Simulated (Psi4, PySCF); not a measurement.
Input for Psi4:
```
memory 2 GB

molecule {
0 1
S     0.01393578   -0.00400644    0.37782868
O    -0.03321683    1.22242899   -0.36419754
O     0.00534526   -1.21441610   -0.39145982
}

set {
  basis aug-cc-pvdz
  scf_type pk
  puream true
  d_convergence 1e-8
  dft_radial_points 99
  dft_spherical_points 590
}

energy('b3lyp5')
print_variables()
```

Problem. Convert this to an input for PySCF.

Solution. Several could match; the one computed here: 
```python
from pyscf import gto, scf, dft

mol = gto.Mole()
mol.atom = '''
    S     0.013936   -0.004006    0.377829
    O    -0.033217    1.222429   -0.364198
    O     0.005345   -1.214416   -0.391460
'''
mol.basis = 'aug-cc-pvdz'
mol.charge = 0
mol.spin = 0
mol.verbose = 4
mol.build()

mf = dft.RKS(mol)
mf.xc = 'b3lyp5'
mf.grids.atom_grid = (99, 590)
mf.grids.prune = None
mf.kernel()
```

Both were run: Psi4 gave -548.504494 Eh and PySCF -548.504495 Eh, 0.000 mEh apart.
